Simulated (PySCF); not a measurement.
HO₂, SMILES [O]O, multiplicity 2. Atoms are numbered in the order given.

```xyz
3

O     -0.1250    -0.5979     0.0000
O      0.0274     0.7188     0.0000
H      0.7808    -0.9671     0.0000
```
Charge 0, spin multiplicity 2.

The structure is a stationary point at B3LYP-D3(BJ)/def2-TZVPD. The isomer is the one that the SMILES or the coordinates give; other isomers of the formula were not compared.

Computed with B3LYP/pcH-1 run with PySCF.

Unrestricted Kohn–Sham, ⟨S²⟩ = 0.753. Hyperfine tensors hold the contact and dipolar terms, without spin-orbit corrections.

Computed hyperfine couplings:
```json
[
 {"nucleus": "17O no. 1", "A(iso) (MHz)": "-28.2", "A(iso) (G)": "-10.1", "dipolar principal values (MHz)": "-111.7, 53.3, 58.4"},
 {"nucleus": "17O no. 2", "A(iso) (MHz)": "-46.1", "A(iso) (G)": "-16.5", "dipolar principal values (MHz)": "-247.3, 123.0, 124.3"},
 {"nucleus": "1H no. 3", "A(iso) (MHz)": "-26.7", "A(iso) (G)": "-9.5", "dipolar principal values (MHz)": "-21.3, -14.0, 35.3"}
]
```

And the g tensor (effective nuclear charges for spin-orbit coupling, GIAO)? (An estimate is asked for; the answer gives what the named calculation found.)

principal values 2.0020, 2.0083, 2.0337; isotropic 2.0147.
